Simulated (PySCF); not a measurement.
Structure problem from calculated spectra and properties.

Formula: C5H8F3OP.

| Quantity | Value |
| --- | --- |
| Valence photoelectron | vertical ionisation energy: 8.66 eV [ΔSCF wB97X-D/def2-SVPD] |
| Polarisability | 94.1 au [wB97X-D/def2-SVPD] |
| 13C NMR | chemical shifts (computed TMS as zero) by class: 170.0 (1 C), 139.7 (1 C), 67.9 (1 C), 60.9 (1 C), 5.2 (1 C) ppm [GIAO CAM-B3LYP/pcSseg-1] |
| 1H NMR | chemical shifts (computed TMS as zero) by class: 3.38 (2 H), 3.32 (3 H), 1.36 (3 H) ppm [GIAO CAM-B3LYP/pcSseg-1] |
| Triplet | lowest triplet excitation (Tamm–Dancoff): 4.25 eV [TDA wB97X-D/def2-SVPD] |
| UV, strongest line | among the 10 lowest singlet transitions: S2 at 6.29 eV (197 nm, f = 0.270) [TDDFT wB97X-D/def2-SVPD] |
| Dipole | 2.91 D [wB97X-D/def2-SVPD] |
| NMR, other nuclei | isotropic shieldings of nuclei other than C and H, by class: 327 (1 O), 275 (1 F), 305 (1 F), 391 (1 F), 349 (1 P) ppm [GIAO CAM-B3LYP/pcSseg-1] |
| Rotational structure | rotational constants A, B, C: 1.279, 1.003, 0.656 GHz [PBE0-D3(BJ)/def2-SVP] |

Gas-phase values; electronic properties from PySCF, density fitting. Levels stand in brackets. The structure is a single PBE0-D3(BJ)/def2-SVP conformer in the gas phase; no vibrational or solvent corrections. Each NMR value is the plain mean over a class of atoms that symmetry, rotation or inversion makes alike.

Question: Propose a structure and show how it fits.

Answer: Numbering: `[CH3:1][O:2][CH2:3][P:4]([CH3:5])[C:6]([F:7])=[C:8]([F:9])[F:10]`. 5 carbons fall into 5 classes; from least to most shielded: =CF2 carbon [C8] (170.0 ppm), vinylic C–F carbon [C6] (139.7 ppm), sp3 carbon bound to oxygen [C3] (67.9 ppm), methoxy carbon [C1] (60.9 ppm), sp3 carbon bound to phosphorus [C5] (5.2 ppm). Hydrogen classes from least to most shielded: 2 H on an sp3 carbon bound to oxygen, C3 (3.38 ppm), 3 H on a methoxy carbon, C1 (3.32 ppm, a mean of values up to 0.6 ppm apart in this geometry), 3 H on an sp3 carbon bound to phosphorus, C5 (1.36 ppm, a mean of values up to 1.4 ppm apart in this geometry). The other shieldings belong to: 327 ppm, ether oxygen [O2]; 275 ppm, vinyl fluorine [F9]; 305 ppm, vinyl fluorine [F10]; 391 ppm, vinyl fluorine [F7]; 349 ppm, phosphine phosphorus [P4]. The first electron is taken from the HOMO, whose largest Löwdin shares are 0.34 on the phosphine phosphorus, 0.18 on the vinylic C–F carbon, 0.16 on the =CF2 carbon and 0.07 on the sp3 carbon bound to phosphorus. The optimised geometry has point group C1 and is an asymmetric top. Structure: `C(=C(F)F)(P(COC)C)F`. Computed isomers that give other values at the same levels: `O=[P@@H]1CC[C@H](C(F)(F)F)C1` (rotational constant A: 2.449 GHz; this holds for the one conformer computed); `CC[P@](C)(=O)C(F)=C(F)F` (rotational constant A: 1.537 GHz; this holds for the one conformer computed). The assignments are read from this structure; whether some other isomer fits the data as well wasn't checked.

Shape of the structure used: `[CH3:1][O:2][CH2:3][P:4]([CH3:5])[C:6]([F:7])=[C:8]([F:9])[F:10]`: C1–O2–C3–P4 -171°, O2–C3–P4–C5 -48°, C3–P4–C6–F7 -156°.
